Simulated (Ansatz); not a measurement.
Reaction (cleavage of the Si–Si bond): `F[C@H]1C[Si@H]1[SiH3]` + `OCS` → `[SiH3]OCS` + `FC1C[SiH2]1`

Calculated with Ansatz (gas phase, PBE0-D4/def2-TZVP geometries, no zero-point term in ΔE). CCSD(T)/CBS adds triple-zeta CCSD(T) − MP2 to the extrapolated MP2 energy (def2 sets, frozen cores). DFT in def2-TZVPP. B3LYP here is the variant with VWN-RPA as its local correlation; programs differ in this. One conformer a species, not always the lowest.

`F[C@H]1C[Si@H]1[SiH3]`:

```xyz
12

F    -0.826   -1.679   -1.297
C     0.132   -1.576   -0.320
C     1.302   -0.672   -0.632
Si    0.250   -0.079    0.804
Si   -1.143    1.725    0.386
H     0.378   -2.557    0.081
H     2.301   -1.077   -0.506
H     1.184   -0.095   -1.545
H     0.748   -0.334    2.177
H    -1.450    1.734   -1.067
H    -0.472    2.999    0.756
H    -2.404    1.610    1.164
```

`OCS`:

```xyz
7

O     0.143   -0.326   -1.191
C    -0.314    0.188    0.034
S     1.064    0.738    1.041
H    -0.618   -0.647   -1.685
H    -0.931    1.085   -0.099
H    -0.896   -0.553    0.593
H     1.553   -0.485    1.306
```

`[SiH3]OCS`:

Z-matrix (Å, degrees):
```
Si
O 1 1.649
H 1 1.479 2 106.2
H 1 1.489 2 110.5 3 -120.0
H 1 1.489 2 110.7 3 120.2
C 2 1.400 1 122.5 3 178.9
S 6 1.798 2 112.1 1 179.7
H 6 1.096 2 111.3 1 62.9
H 6 1.095 2 111.0 1 -57.8
H 7 1.343 6 96.4 2 71.5
```

`FC1C[SiH2]1`:

Z-matrix (Å, degrees):
```
C
C 1 1.522
Si 1 1.863 2 65.8
F 1 1.372 2 116.1 3 116.1
H 1 1.088 2 115.4 3 -112.1
H 2 1.085 1 117.8 3 118.2
H 2 1.087 1 113.5 3 -106.4
H 3 1.478 1 119.3 2 -107.2
H 3 1.476 1 119.0 2 100.8
```

```
             level  ΔE (kJ/mol)  difference from CCSD(T)/CBS
            PBE-D4        -52.5                         21.8
         r2SCAN-D4        -68.6                          5.7
           PBE0-D4        -58.2                         16.1
          B3LYP-D4        -76.2                         -1.9
           ωB97X-V        -74.2                          0.1
           ωB97M-V        -78.3                         -4.0
            B2PLYP        -80.6                         -6.3
               PBE        -53.5                         20.8
            r2SCAN        -68.9                          5.4
              PBE0        -59.2                         15.1
             B3LYP        -77.8                         -3.5
     HF/def2-TZVPP        -98.8                        -24.5
    MP2/def2-TZVPP        -80.9                         -6.6
SCS-MP2/def2-TZVPP        -85.6                        -11.3
   CCSD/def2-TZVPP        -78.0                         -3.7
CCSD(T)/def2-TZVPP        -74.5                         -0.2
     HF/def2-QZVPP       -100.8                        -26.5
    MP2/def2-QZVPP        -81.5                         -7.2
SCS-MP2/def2-QZVPP        -86.1                        -11.8
      HF/CBS(def2)       -101.1                        -26.8
     MP2/CBS(def2)        -80.7                         -6.4
    CCSD/CBS(def2)        -77.8                         -3.5
       CCSD(T)/CBS        -74.3                            0
```

Largest T1 diagnostic among the species: 0.013.

In def2-TZVPP, CCSD(T) changes the Hartree–Fock value by +24.3 kJ/mol (the triples alone add +3.5 kJ/mol) and MP2 by +17.9 kJ/mol. From PBE to PBE0 (25 % exact exchange), in def2-TZVPP and without D4, ΔE moves by −5.7 kJ/mol.
